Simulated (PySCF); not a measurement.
**Electron correlation in As⁺ (arsenic, charge +1)**

[Ar] 3d10 4s2 4p2, high-spin 3P determinant. Computed with PySCF 2.14 in def2-TZVP, with no relativity, point nucleus. Frozen: [Ar] 3d10; 4 electrons correlated.

MP2 pair energies summed by pair of shells (mhartree):

```json
{"pair": "4s-4p", "energy": "-33.57", "share (%)": "61.9"}
{"pair": "4s-4s", "energy": "-15.40", "share (%)": "28.4"}
{"pair": "4p-4p", "energy": "-5.29", "share (%)": "9.7"}
```

Total MP2 correlation energy: -54.25 mhartree.

Same-spin part -8.94 and opposite-spin part -45.32 mhartree; SCS-MP2 scales them by 1/3 and 6/5 to -57.36 mhartree.

| level | correlation energy (mhartree) |
| --- | --- |
| CCSD | -69.78 |
| (T) | -1.70 |
| CCSD(T) | -71.48 |

Diagnostics: T1 = 0.0076, D1 = 0.0203, largest double amplitude 0.096.

Task: Is a single reference adequate?

Result: Mostly. T1 lies below 0.03, but a double amplitude of this size points to a near-degeneracy that CCSD handles and MP2 describes poorly.
